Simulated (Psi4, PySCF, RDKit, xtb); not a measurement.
Conformational energy of SMILES [Si](F)(F)(F)c1ccc(s1)F (C4H2F4SSi), singlet. Scanned: dihedral S10–C5–Si6–F7; all other coordinates were relaxed at B3LYP-D3(BJ)/def2-SVP.

Atom numbering (GFN2-xTB optimised geometry, Å):
```
12

F      3.2987    -0.7442     0.9151
C      2.0914    -0.3892     0.4859
C      1.8186     0.4855    -0.5180
C      0.4311     0.6230    -0.7026
C     -0.3245    -0.1373     0.1503
Si    -2.1704    -0.2398     0.2305
F     -2.7575    -1.6894    -0.0254
F     -2.8489     0.6973    -0.8522
F     -2.7906     0.1922     1.6234
S      0.6875    -1.0611     1.2250
H      2.5713     0.9974    -1.0874
H     -0.0066     1.2655    -1.4448
```

- PBE/def2-SVP // B3LYP-D3(BJ)/def2-SVP (Psi4)
- RKS-B3LYP/6-31G* = PySCF with restricted B3LYP/6-31G*, spherical d, density fitting // B3LYP-D3(BJ)/def2-SVP
- MMFF94 // B3LYP-D3(BJ)/def2-SVP (RDKit)
- PBE-D3(BJ)/def2-SVP // B3LYP-D3(BJ)/def2-SVP (Psi4)
- GFN1-xTB // B3LYP-D3(BJ)/def2-SVP (xtb)
- MP2/cc-pVTZ = Psi4 with DF-MP2 (frozen core)/cc-pVTZ // B3LYP-D3(BJ)/def2-SVP

Energies in kcal/mol, each method relative to its own lowest point.

```
φ / °  PBE/def2-SVP  RKS-B3LYP/6-31G*  MMFF94  PBE-D3(BJ)/def2-SVP  GFN1-xTB  MP2/cc-pVTZ
-----  ------------  ----------------  ------  -------------------  --------  -----------
0              0.83              0.30    0.05                 0.83      0.09         0.27
10             0.74              0.27    0.00                 0.74      0.08         0.29
20             0.62              0.25    0.33                 0.62      0.08         0.21
30             0.34              0.20    0.95                 0.34      0.11         0.20
40             0.23              0.10    0.88                 0.23      0.03         0.08
50             0.02              0.02    1.21                 0.02      0.01         0.01
60             0.05              0.00    1.27                 0.04      0.00         0.00
70             0.00              0.04    1.52                 0.00      0.09         0.08
80             0.22              0.09    1.46                 0.22      0.10         0.12
90             0.36              0.17    0.73                 0.36      0.05         0.14
100            0.63              0.23    0.31                 0.63      0.08         0.21
110            0.76              0.31    0.16                 0.76      0.11         0.28
```

Root-mean-square difference from the MP2/cc-pVTZ profile, itself a level with limits, after the best constant shift (kcal/mol): PBE/def2-SVP 0.20, RKS-B3LYP/6-31G* 0.02, MMFF94 0.62, PBE-D3(BJ)/def2-SVP 0.20, GFN1-xTB 0.07.

MMFF94 has few fitted parameters for silicon.
